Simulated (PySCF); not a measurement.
PySCF input for Ge(OH)3(PH2) (GeH₅O₃P), SMILES [OH][Ge]([OH])([OH])[PH2], PBE-D3(BJ)/def2-SVP. Geometry: PBE-D3(BJ)/def2-SVP. The structure was generated by enumeration, and PubChem lists no compound with its InChIKey, so it may never have been made. One conformer was computed; it need not be the lowest.

```python
import numpy as np
from pyscf import gto, scf, dft, df
from pyscf.hessian import thermo

mol = gto.M(
    atom='''
    O    -0.38413717    0.09290097    1.87789080
    Ge   -0.25478367    0.01385102    0.09231015
    O    -1.13735302    1.50799704   -0.38908448
    O    -1.08449098   -1.47291006   -0.46539389
    P     1.88531004   -0.12553004   -0.81298686
    H    -0.74922502    0.96768437    2.11594096
    H    -1.23366347    1.56291659   -1.35824451
    H    -1.85767297   -1.63998999    0.10807293
    H     2.17947438   -1.27032846    0.01029660
    H     2.38236338    0.79553221    0.17751291
    ''',
    basis='def2-SVP',
    charge=0,
    spin=0,
    max_memory=1600,
    verbose=3,
)
mf = dft.RKS(mol, xc='pbe').density_fit(auxbasis='def2-universal-jkfit')
mf.disp = 'd3bj'
mf.grids.level = 3
mf.conv_tol = 1e-11
mf.max_cycle = 100
mf.kernel()

# [left out here: the lines that compute and print the analytic Hessian (its translational invariance restored by hand, since the grid's response is missing), thermochemistry and intensities]
```

Log of the run:

```
converged SCF energy = -2645.86760501436

WARN: DFTD3 does not support analytical Hessian, using finite difference


WARN: Mole.unit (angstrom) is changed to Bohr

Mode                                 0                   1                   2
Irrep
Freq [cm^-1]                       52.8262             87.4840            130.8338
Reduced mass [au]                   1.1868              1.7901              6.9428
Force const [Dyne/A]                0.0020              0.0081              0.0700
Char temp [K]                      76.0052            125.8700            188.2407
Normal mode                   x     y     z       x     y     z       x     y     z
       0   O                 0.05 -0.01 -0.00    0.11  0.05 -0.00    0.04 -0.00 -0.01
       1  Ge                 0.00  0.00 -0.01   -0.00  0.00 -0.01   -0.01 -0.04 -0.01
       2   O                 0.00  0.01  0.01   -0.07 -0.03  0.02    0.10  0.01 -0.04
       3   O                -0.04  0.03 -0.04   -0.02  0.02 -0.05   -0.13  0.01  0.05
       4   P                 0.01 -0.03  0.02    0.02 -0.01  0.04    0.02  0.08  0.02
       5   H                -0.16 -0.10 -0.00   -0.24 -0.08 -0.04    0.04  0.00 -0.02
       6   H                -0.40 -0.22  0.04   -0.37 -0.18  0.04   -0.03 -0.08 -0.04
       7   H                 0.06 -0.06  0.08   -0.01 -0.00 -0.05   -0.02  0.01  0.21
       8   H                 0.17  0.31  0.44   -0.16 -0.23 -0.20    0.06 -0.00 -0.11
       9   H                -0.11  0.39 -0.31    0.06 -0.29  0.29   -0.08 -0.01  0.16
Mode                                 3                   4                   5
Irrep
Freq [cm^-1]                      153.2722            182.2966            207.2907
Reduced mass [au]                   2.3663              1.9240              2.3987
Force const [Dyne/A]                0.0328              0.0377              0.0607
Char temp [K]                     220.5245            262.2842            298.2451
Normal mode                   x     y     z       x     y     z       x     y     z
       0   O                -0.10  0.04  0.03   -0.05 -0.11 -0.02   -0.03  0.09 -0.04
       1  Ge                 0.02 -0.01  0.04    0.00  0.04 -0.02    0.00 -0.02 -0.03
       2   O                 0.08  0.00 -0.03   -0.01  0.03 -0.01    0.01  0.04  0.13
       3   O                 0.02  0.02 -0.05    0.01 -0.01  0.08   -0.00 -0.04  0.03
       4   P                -0.03  0.01 -0.05    0.02 -0.02  0.00    0.02 -0.00  0.00
       5   H                -0.43 -0.07 -0.07   -0.01 -0.12  0.09   -0.38 -0.02 -0.18
       6   H                -0.27 -0.25 -0.01   -0.23 -0.10  0.00    0.13  0.30  0.14
       7   H                 0.09 -0.09  0.02    0.33 -0.23  0.45    0.13 -0.13  0.19
       8   H                 0.05 -0.07 -0.19   -0.10 -0.10 -0.06    0.01  0.03  0.05
       9   H                 0.08 -0.07 -0.03    0.07 -0.12  0.07   -0.03  0.04 -0.01
Mode                                 6                   7                   8
Irrep
Freq [cm^-1]                      237.0916            254.1879            306.5411
Reduced mass [au]                   5.6911              1.4847              1.4611
Force const [Dyne/A]                0.1885              0.0565              0.0809
Char temp [K]                     341.1221            365.7199            441.0444
Normal mode                   x     y     z       x     y     z       x     y     z
       0   O                -0.10  0.00 -0.01   -0.04  0.03 -0.02    0.00 -0.06 -0.01
       1  Ge                 0.03 -0.00 -0.00   -0.01 -0.01 -0.01    0.01  0.01 -0.02
       2   O                -0.10 -0.07  0.04    0.05  0.06  0.07    0.02  0.03 -0.01
       3   O                -0.09  0.06  0.03    0.05 -0.05  0.01    0.02 -0.04  0.10
       4   P                 0.07 -0.00 -0.03    0.00  0.00  0.01   -0.01  0.00  0.00
       5   H                 0.09  0.09 -0.05    0.47  0.25 -0.03   -0.42 -0.25  0.03
       6   H                -0.11 -0.04  0.04   -0.53 -0.19  0.11   -0.09 -0.03  0.00
       7   H                -0.16  0.24 -0.01   -0.11  0.07 -0.16   -0.39  0.41 -0.32
       8   H                 0.07  0.00 -0.02   -0.02 -0.02 -0.01   -0.01  0.01  0.01
       9   H                 0.07  0.00 -0.03   -0.03 -0.03  0.05   -0.04  0.01  0.00
Mode                                 9                  10                  11
Irrep
Freq [cm^-1]                      358.0903            630.0329            661.1724
Reduced mass [au]                  10.0440              1.1780              9.2125
Force const [Dyne/A]                0.7588              0.2755              2.3728
Char temp [K]                     515.2122            906.4771            951.2799
Normal mode                   x     y     z       x     y     z       x     y     z
       0   O                 0.02  0.00  0.03    0.01 -0.00 -0.05   -0.01  0.00  0.08
       1  Ge                -0.06  0.00  0.02   -0.01  0.00 -0.00    0.04 -0.01 -0.00
       2   O                 0.01  0.04 -0.02    0.00 -0.01  0.01   -0.09  0.14 -0.05
       3   O                 0.00 -0.03 -0.00    0.01  0.02  0.01   -0.05 -0.10 -0.04
       4   P                 0.12 -0.01 -0.05   -0.03 -0.00  0.04   -0.01 -0.00  0.01
       5   H                -0.09 -0.05  0.06    0.03 -0.01  0.02    0.02  0.03  0.03
       6   H                -0.01 -0.01 -0.02   -0.04  0.06  0.02   -0.02  0.07 -0.07
       7   H                -0.05 -0.05 -0.08    0.01  0.04  0.02   -0.03 -0.03  0.02
       8   H                 0.15 -0.00 -0.05    0.65 -0.09 -0.35    0.18 -0.02 -0.09
       9   H                 0.13 -0.00 -0.05    0.47  0.03 -0.25   -0.00  0.01 -0.01
Mode                                12                  13                  14
Irrep
Freq [cm^-1]                      675.2141            687.3378            700.6935
Reduced mass [au]                   1.3022              5.6334              7.0394
Force const [Dyne/A]                0.3498              1.5681              2.0363
Char temp [K]                     971.4827            988.9260           1008.1419
Normal mode                   x     y     z       x     y     z       x     y     z
       0   O                 0.00  0.00  0.03   -0.01  0.01  0.16   -0.00  0.00  0.12
       1  Ge                 0.00  0.01 -0.01   -0.00  0.03 -0.04   -0.01 -0.04 -0.03
       2   O                 0.03 -0.03  0.01    0.05 -0.10  0.03   -0.02  0.05 -0.02
       3   O                -0.05 -0.08 -0.03   -0.02 -0.04 -0.01    0.07  0.13  0.05
       4   P                -0.00  0.02  0.01   -0.00 -0.01  0.00   -0.00  0.01  0.00
       5   H                 0.01  0.02  0.00   -0.01  0.02  0.13   -0.03  0.03 -0.02
       6   H                 0.00 -0.00  0.02   -0.00  0.02  0.05   -0.03  0.05 -0.02
       7   H                -0.04  0.07  0.03   -0.01 -0.01  0.00    0.06  0.09  0.02
       8   H                -0.45  0.02  0.16    0.24 -0.02 -0.11   -0.13 -0.00  0.04
       9   H                 0.66 -0.02 -0.29   -0.19  0.02  0.07    0.22 -0.01 -0.10
Mode                                15                  16                  17
Irrep
Freq [cm^-1]                      861.9826            889.6939            901.4814
Reduced mass [au]                   1.0951              1.1170              1.1375
Force const [Dyne/A]                0.4794              0.5209              0.5446
Char temp [K]                    1240.2010           1280.0715           1297.0311
Normal mode                   x     y     z       x     y     z       x     y     z
       0   O                -0.00  0.00 -0.01   -0.00  0.03 -0.01    0.02 -0.06  0.03
       1  Ge                 0.01 -0.00  0.01   -0.01 -0.01  0.01   -0.01  0.01  0.01
       2   O                 0.01 -0.03 -0.05    0.01 -0.00 -0.01    0.01 -0.02 -0.02
       3   O                -0.01  0.01  0.01    0.03 -0.02 -0.05    0.01 -0.01 -0.01
       4   P                 0.00  0.00 -0.00    0.00 -0.00 -0.01   -0.00 -0.00 -0.00
       5   H                 0.01 -0.05  0.16    0.01 -0.07  0.33   -0.01  0.19 -0.84
       6   H                -0.45  0.77  0.06   -0.10  0.18  0.01   -0.12  0.20  0.01
       7   H                -0.07 -0.24 -0.15    0.20  0.71  0.43    0.06  0.24  0.13
       8   H                -0.04  0.02  0.04    0.00  0.01  0.02    0.05  0.00 -0.01
       9   H                 0.01 -0.02  0.02   -0.08 -0.01  0.05   -0.04 -0.01  0.03
Mode                                18                  19                  20
Irrep
Freq [cm^-1]                     1045.7227           2321.7692           2339.8114
Reduced mass [au]                   1.0374              1.0362              1.0406
Force const [Dyne/A]                0.6684              3.2909              3.3566
Char temp [K]                    1504.5621           3340.5090           3366.4677
Normal mode                   x     y     z       x     y     z       x     y     z
       0   O                -0.00  0.00  0.00    0.00  0.00  0.00   -0.00 -0.00 -0.00
       1  Ge                 0.00  0.00 -0.00    0.00  0.00 -0.00   -0.00  0.00  0.00
       2   O                -0.00  0.00  0.00   -0.00 -0.00  0.00    0.00 -0.00  0.00
       3   O                -0.00 -0.00  0.00    0.00  0.00  0.00   -0.00 -0.00 -0.00
       4   P                -0.02  0.00 -0.02   -0.01  0.00 -0.03    0.00  0.03 -0.00
       5   H                -0.00 -0.00  0.00   -0.00 -0.00  0.00    0.00  0.00 -0.00
       6   H                 0.02 -0.03 -0.00    0.00 -0.00 -0.00    0.00  0.00 -0.00
       7   H                 0.00 -0.01 -0.00    0.00 -0.00  0.00    0.00 -0.00 -0.00
       8   H                 0.32  0.41  0.45    0.13 -0.50  0.34    0.16 -0.60  0.43
       9   H                 0.25 -0.54  0.37    0.27  0.50  0.51   -0.22 -0.39 -0.43
Mode                                21                  22                  23
Irrep
Freq [cm^-1]                     3705.6927           3709.3319           3729.0765
Reduced mass [au]                   1.0663              1.0662              1.0667
Force const [Dyne/A]                8.6269              8.6432              8.7394
Char temp [K]                    5331.6667           5336.9028           5365.3108
Normal mode                   x     y     z       x     y     z       x     y     z
       0   O                -0.02  0.05  0.02   -0.00  0.00  0.00    0.00 -0.00 -0.00
       1  Ge                -0.00  0.00 -0.00   -0.00  0.00  0.00    0.00 -0.00 -0.00
       2   O                -0.00  0.00 -0.00    0.00  0.00  0.00   -0.01  0.01 -0.06
       3   O                 0.00  0.00 -0.00   -0.05 -0.01  0.03   -0.00 -0.00  0.00
       4   P                 0.00 -0.00 -0.00    0.00 -0.00 -0.00    0.00 -0.00  0.00
       5   H                 0.36 -0.86 -0.26    0.03 -0.07 -0.02   -0.01  0.02  0.01
       6   H                 0.00 -0.00  0.02   -0.00  0.00 -0.04    0.10 -0.07  0.96
       7   H                -0.06 -0.01  0.04    0.77  0.18 -0.55    0.03  0.01 -0.02
       8   H                -0.00  0.00 -0.00    0.00  0.00 -0.00    0.00 -0.00 -0.00
       9   H                -0.00 -0.00 -0.00   -0.00  0.00  0.00    0.00 -0.00 -0.00
temperature 298.1500 [K]
pressure 101325.00 [Pa]
Rotational constants [GHz] 3.40056 1.91970 1.84791
Symmetry number 1
Zero-point energy (ZPE) 0.05656 [Eh]   148509.966 [J/mol]
                           tot       elec      trans        rot        vib
Entropy [J/mol/K]       399.064      0.000    171.777    115.810    111.477
Cv [J/mol/K]            127.638      0.000     12.472     12.472    102.695
Cp [J/mol/K]            135.953      0.000     20.786     12.472    102.695
Internal energy [J/mol]                      3718.434   3718.434 165893.502
Internal energy [Eh]   -2645.80159  -2645.86761
Enthalpy [J/mol]                             6197.391   3718.434 165893.502
Enthalpy [Eh]          -2645.80064
Gibbs free energy [J/mol]                  -45017.976 -30810.318 132656.691
Gibbs free energy [Eh] -2645.84596
mode   freq/cm-1   IR/(km/mol)
   1       52.83        24.946
   2       87.48        53.061
   3      130.83         6.950
   4      153.27        47.691
   5      182.30        17.771
   6      207.29         7.528
   7      237.09        47.687
   8      254.19        23.759
   9      306.54        94.200
  10      358.09        38.887
  11      630.03        12.971
  12      661.17        78.397
  13      675.21        35.830
  14      687.34        73.653
  15      700.69        85.094
  16      861.98        52.005
  17      889.69       117.172
  18      901.48        89.338
  19     1045.72        10.772
  20     2321.77        23.493
  21     2339.81        32.503
  22     3705.69        66.190
  23     3709.33        65.977
  24     3729.08        58.570
max |gradient| / (hartree/bohr): 7.998698453171173e-05
APT charges: [-0.7514  1.686  -0.7809 -0.7665  0.0044  0.2444  0.2567  0.2546 -0.0741
 -0.0731]
```

Self-consistency was reached.

Cost: very roughly 2.1 core-minutes.
